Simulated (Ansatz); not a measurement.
`[SiH3][SnH]([Cl])[Cl]` + CH₄ → `[CH3][SnH]([SiH3])[Cl]` + HCl at 600 K and 1 bar (formal exchange of groups at the Sn–Cl bond).

Calculated with Ansatz (gas phase, PBE0-D4/def2-TZVP geometries, no zero-point term in ΔE). CBS: MP2 limit from def2 TZ/QZ plus the TZ coupled-cluster correction, frozen cores. This one scheme is used for every species. def2 core potentials past Kr. For Sn outer-core shells are correlated without core-valence functions, which leaves a few kJ/mol of doubt a bond.

```json
{"species": "`[SiH3][SnH]([Cl])[Cl]`", "CCSD(T)/CBS energy (Eh)": "-1425.15460", "H − E (kJ/mol)": "151.4", "S (J/(mol·K))": "477.9"}
{"species": "CH₄", "CCSD(T)/CBS energy (Eh)": "-40.46206", "H − E (kJ/mol)": "140.4", "S (J/(mol·K))": "215.7"}
{"species": "`[CH3][SnH]([SiH3])[Cl]`", "CCSD(T)/CBS energy (Eh)": "-1005.19396", "H − E (kJ/mol)": "251.9", "S (J/(mol·K))": "503.5"}
{"species": "HCl", "CCSD(T)/CBS energy (Eh)": "-460.38127", "H − E (kJ/mol)": "35.4", "S (J/(mol·K))": "207.2"}
```

H − E and S are ideal-gas, rigid-rotor, harmonic terms from PBE0-D4/def2-TZVP, for one conformer and one mirror image of each species. 1 Eh = 2625.50 kJ/mol, R = 8.31446 J/(mol·K).

By hand: ΔE, ΔH, ΔS and ΔG.

ΔE = (-1005.19396) + (-460.38127) − (-1425.15460) − (-40.46206) = 0.04143 Eh = 108.8 kJ/mol. Δ(H − E) = 251.9 + 35.4 − 151.4 − 140.4 = -4.5, so ΔH = 104.3 kJ/mol. ΔS = 503.5 + 207.2 − 477.9 − 215.7 = 17.1 J/(mol·K). ΔG = 104.3 − 600 × (17.1)/1000 = 94.0 kJ/mol.

By hand: the equilibrium constant, and the temperature at which ΔG would vanish if ΔH and ΔS stayed fixed.

log₁₀ K = −ΔG/(RT ln 10) = -8.2. ΔG = 0 at ΔH/ΔS = 6099 K, far beyond where these terms or the molecules hold.

ΔH outweighs TΔS. A doubt of 5 kJ/mol in ΔE shifts log₁₀ K by 0.4 here. Other conformers and mirror images would add mixing entropy, several J/(mol·K) or more a flexible species. These are equilibria of isolated gas molecules and say nothing of rates. Largest T1 diagnostic: 0.012 (customary marks: 0.02 for closed shells, 0.045 for open ones).
